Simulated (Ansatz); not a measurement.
Problem. Name a neutral molecule of As, C, N, O and H with LUMO energy (PBE/def2-TZVPP) between -0.95 and -0.65 eV and HOMO–LUMO gap (PBE/def2-TZVPP) between 4.70 and 5.00 eV (Ansatz, PBE0-D4/def2-TZVP geometry).

Solution. `CN[AsH]O` (-0.78 eV, 4.88 eV). Other molecules can fit too; these were computed, each in one conformer that needn't be the lowest.
